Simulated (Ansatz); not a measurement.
Single points on Nb₃S₄⁺.

```yaml
crystal:
  periodic: [false, false, false]
  atoms:
    - {symbol: Nb, position_ang: [-0.649713, -1.786469, 0.697130]}
    - {symbol: Nb, position_ang: [-1.300613, 1.544021, 0.154523]}
    - {symbol: Nb, position_ang: [0.735850, 0.091424, -0.321383]}
    - {symbol: S, position_ang: [1.280859, -1.317419, 1.717731]}
    - {symbol: S, position_ang: [-0.672089, 1.393143, -1.983467]}
    - {symbol: S, position_ang: [0.601942, 2.151579, 1.154406]}
    - {symbol: S, position_ang: [0.003753, -2.076288, -1.418931]}
basis:
  gaussian: {orbitals: def2-SVP, initial_orbitals: start.molden}
total_charge: 1
correlation: {method: ccsd_t}
scf: {omitted_lower_state_checks: [starts]}
output: {orbitals: {seedname: orbitals}}
```

The file start.molden holds the orbitals of an earlier run on this structure, at another level or in another basis.

```sh
$ ansatz run in.yaml --threads 4 --pin off --events-out ev --progress --plain --max-ram 4787MiB
```

It prints (some lines left out):

```
Functional definition: HF
1613 factors; integrals over basis functions are off by at most 8.7e-4 eV
mean field evaluation 1: about -47850.9374 eV, gradient 2.8e1 eV
mean field evaluation 2: about -47852.8831 eV, gradient 2.0e0 eV
mean field evaluation 4: about -47853.7654 eV, gradient 2.0e0 eV
mean field evaluation 8: about -47853.7837 eV, gradient 7.3e-4 eV
mean field evaluation 16: about -47845.3396 eV, gradient 2.4e1 eV
mean field evaluation 32: about -47849.8727 eV, gradient 9.8e-1 eV
mean field evaluation 64: about -47849.3045 eV, gradient 6.0e-2 eV
mean field evaluation 96: about -47849.9983 eV, gradient 1.0e-1 eV
mean field -47853.78366538 eV, -1758.5941132430 hartree, gradient 2.5e-6 eV, S^2 0.000000; 0 other end points of the search recorded, 0 dependent functions left out; unrestricted orbitals would lower it
mean field evaluation 128: about -47853.5148 eV, gradient 4.6e0 eV
mean field evaluation 160: about -47854.8290 eV, gradient 4.9e-1 eV
unrestricted determinant -47855.00140232 eV, -1758.6388642505 hartree, S^2 2.1804
20 core orbitals not correlated: weight in the atoms' cores, before any rotation towards them, 1.000 or more for the frozen orbitals, at most 0.000 for the correlated occupied ones
reference -47853.78366538 eV, -1758.5941132430 hartree; 31, 31 occupied and 114, 114 virtual orbitals, 1613 factors
second order -44.35710132 eV of doubles, -0.00000000 eV of singles
cycle   1  -35.56095100 eV  change     8.8e0 eV  update   5.9e-1
cycle   2  -40.06692204 eV  change    -4.5e0 eV  update   4.1e-1
cycle   3  -40.50018183 eV  change   -4.3e-1 eV  update   1.0e-1
cycle   4  -40.46685471 eV  change    3.3e-2 eV  update   5.0e-2
cycle   5  -40.46065937 eV  change    6.2e-3 eV  update   2.3e-2
cycle   6  -40.47188480 eV  change   -1.1e-2 eV  update   1.2e-2
cycle   7  -40.46257498 eV  change    9.3e-3 eV  update   6.9e-3
cycle   8  -40.45932322 eV  change    3.3e-3 eV  update   3.5e-3
cycle   9  -40.46549760 eV  change   -6.2e-3 eV  update   2.0e-3
cycle  10  -40.46768571 eV  change   -2.2e-3 eV  update   1.1e-3
cycle  11  -40.46568896 eV  change    2.0e-3 eV  update   6.4e-4
cycle  12  -40.46515795 eV  change    5.3e-4 eV  update   3.8e-4
cycle  13  -40.46604727 eV  change   -8.9e-4 eV  update   2.1e-4
cycle  14  -40.46544208 eV  change    6.1e-4 eV  update   1.1e-4
cycle  15  -40.46569825 eV  change   -2.6e-4 eV  update   7.7e-5
cycle  16  -40.46584649 eV  change   -1.5e-4 eV  update   3.1e-5
cycle  17  -40.46575150 eV  change    9.5e-5 eV  update   2.1e-5
cycle  18  -40.46574554 eV  change    6.0e-6 eV  update   1.2e-5
perturbative correction -3.36262556 eV, -0.1235742101 hartree
Total energy: -47897.61203648 eV, -1760.2047761731 hartree
Checks for a lower state left out: starts
```

Hardware: 4 threads of Arm Neoverse V2 on a shared host. Wall time 2.7 min, peak host memory 2 GiB.

The first input with `gaussian: {orbitals: STO-3G}`, `hamiltonian: {xc: hf}` and without the key `correlation` (abridged; 3.7 s):

```
Functional definition: HF
mean field evaluation 16: about -346155.0069 eV, gradient 2.1e-5 eV
mean field -346155.00691504 eV, -12720.9618718369 hartree, gradient 2.1e-5 eV, S^2 0.000000
Total energy: -346155.00691504 eV, -12720.9618718369 hartree
Checks for a lower state left out: starts
```

As the first input, with `hamiltonian: {xc: pbe, dispersion: d4}` and without the key `correlation` (abridged; 3.9 s):

```
Functional definition: PBE
mean field -47963.20174708 eV, -1762.6151535796 hartree, gradient 2.5e-5 eV, S^2 0.000000
Total energy: -47963.72602634 eV, -1762.6344204869 hartree
Checks for a lower state left out: starts
```

The first input with `gaussian: {orbitals: def2-TZVP, initial_orbitals: start.molden}`, `hamiltonian: {xc: {name: r2SCANh}, dispersion: d4}` and without the key `correlation` (abridged; 21 s):

```
Functional definition: r2SCANh
mean field -47992.88073553 eV, -1763.7058362879 hartree, gradient 1.4e-5 eV, S^2 0.000000
Total energy: -47993.00848509 eV, -1763.7105309973 hartree
Checks for a lower state left out: starts
```

Geometry: B3LYP-D4/def2-SVP.

In the def2 sets Nb takes a core potential, while STO-3G treats all electrons; there is no spin–orbit coupling. Correlated methods freeze 20 core orbitals; core or outer-core shells of Nb are correlated, in sets that lack core-valence functions. At CCSD(T)/def2-SVP the restricted singlet (for correlated methods, its reference) is unstable: a solution with broken spin symmetry lies lower. The restricted singlet is unstable towards broken spin symmetry in Hartree–Fock (as tested in another run); at HF/STO-3G this wasn't settled. The restricted singlet is unstable towards broken spin symmetry at other levels; at PBE-D4/def2-SVP, r2SCANh-D4/def2-TZVP this wasn't settled. No other spin state of charge 1 was run. The geometry of the singlet was relaxed on an unsound state (restricted singlet, unstable towards broken spin symmetry at other levels and untested here). Another isomer (singlet) lies 1.65 eV lower at PBE0-D4/def2-TZVP; other spin states weren't run for this one.
